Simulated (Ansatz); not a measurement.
Consider the substitution at a C–Sb bond: `O=[C](S)[SbH2]` + `N[SiH3]` → `O=C(S)N[SiH3]` + `[SbH3]`.

Program: Ansatz. Geometries: PBE0-D4/def2-TZVP. ΔE: electronic, gas phase. CBS: MP2 limit from def2 TZ/QZ plus the TZ coupled-cluster correction, frozen cores. This one scheme is used for every species. Functionals use def2-TZVPP. B3LYP here is the variant with VWN-RPA as its local correlation; programs differ in this. Elements past krypton have def2 core potentials. For Sb outer-core shells are correlated without core-valence functions, which leaves a few kJ/mol of doubt a bond. Each species was taken in one conformer, which may not be the lowest.

Problem. Is it downhill or uphill in electronic energy at CCSD(T)/CBS, and by how much? (Estimate.)

Solution. The calculation gave: Downhill: ΔE = -7.9 kcal/mol.

Problem. What do these levels give: PBE-D4, PBE0-D4, B3LYP-D4, ωB97X-V, PBE0, B3LYP, SCS-MP2/def2-TZVPP, HF/def2-QZVPP, MP2/def2-QZVPP, SCS-MP2/def2-QZVPP, HF/CBS(def2), CCSD/CBS(def2)? (Best estimate.)

Solution. Computed: PBE-D4 -8.3, PBE0-D4 -10.6, B3LYP-D4 -9.0, ωB97X-V -11.8, PBE0 -10.5, B3LYP -8.9, SCS-MP2/def2-TZVPP -8.9, HF/def2-QZVPP -14.1, MP2/def2-QZVPP -7.6, SCS-MP2/def2-QZVPP -7.9, HF/CBS(def2) -14.1, CCSD/CBS(def2) -8.8 kcal/mol.

Largest T1 diagnostic among the species: 0.017.

From PBE to PBE0 (25 % exact exchange), in def2-TZVPP and without D4, ΔE moves by −2.3 kcal/mol. In def2-TZVPP, CCSD(T) changes the Hartree–Fock value by +4.7 kcal/mol (the triples alone add +0.9 kcal/mol) and MP2 by +5.7 kcal/mol.
